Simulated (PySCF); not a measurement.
# Gas-phase XPS of `[NH2][GeH2][NH2]`, computed

GeH6N2.
Z-matrix (Å and degrees, PBE0-D3(BJ)/def2-SVP geometry), rows numbered from 1:
```
N 
Ge  1  1.8302
N   2  1.8401  1  111.63
H   1  1.0172  2  114.27  3   -41.80
H   1  1.0161  2  114.61  3    84.47
H   2  1.5386  1  109.68  3   115.59
H   2  1.5473  1  104.87  3  -124.89
H   3  1.0170  2  114.62  1   155.74
H   3  1.0166  2  115.96  1   -76.43
```

Level of theory: PySCF, delta-SCF UKS SCAN, pcX-2 on the ionised atom, pcseg-1 elsewhere, spin-free X2C. Each binding energy is the total energy of the core-ionised species, with the hole localised on one atom, minus that of the ground state; both are solved self-consistently, so orbital relaxation is included.

Q: What binding energy does each computed site have?

A: 
| atom(s) | bonded to | level | binding energy (eV) | count |
| --- | --- | --- | --- | --- |
| N1/N3 | 2 H and Ge | N 1s | 404.38 | 2 |

Q: Which photon wavelength matches the N 1s of N1/N3 threshold?

A: λ = hc/E = 12398.42 eV Å / 404.38 eV = 30.660 Å.

Topologically equivalent atoms share the value of their first member; where this conformer doesn't relate them by symmetry, their own values could differ. No level of germanium is listed. Isolated species at its PBE0-D3(BJ)/def2-SVP geometry (one conformer only).
